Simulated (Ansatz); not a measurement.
Born–Oppenheimer molecular dynamics of BClFHO (5 atoms, charge 0, multiplicity 1). It goes on from the last frame of an earlier run, with new velocities.

All numbers below come from RKS PBE-D4/def2-SVP (Ansatz).

```json
{"ensemble": "NVT, Nosé–Hoover chain", "time step": "0.5 fs", "steps asked": "250", "set temperature": "400 K", "thermostat": "time constant 100 fs, chain length 3 (defaults)", "seed": "519057"}
```

First frame:

```xyz
5
Properties=species:S:1:pos:R:3
B 0.043 -0.077 0.070
F -0.120 0.277 1.355
O 1.279 -0.400 -0.336
H 1.405 -0.650 -1.267
Cl -1.376 -0.107 -0.988
```

Question: How far do the bonds stretch over the last three quarters of this one trajectory? (Pairs bonded in most of those frames.)

Answer: 
```
  bond  mean (Å)  spread (Å)  shortest  longest
 B1–F2     1.336       0.034      1.27     1.39
 B1–O3     1.357       0.026      1.31     1.41
B1–Cl5     1.775       0.033      1.72     1.84
 O3–H4     0.978       0.030      0.93     1.02
```

Mean temperature of the second half: 280 K. The conserved energy stayed within 0.41 meV per atom of its start (net change 0.099 meV per atom), so the integration is sound. The mean temperature of the second half is 30 % below the set value. A run of 0.12 ps of so small a system gives no equilibrium averages.

Run time: 5.4 min on 1 thread of Arm Neoverse V1, with other jobs on the host, peak memory 0.11 GiB.
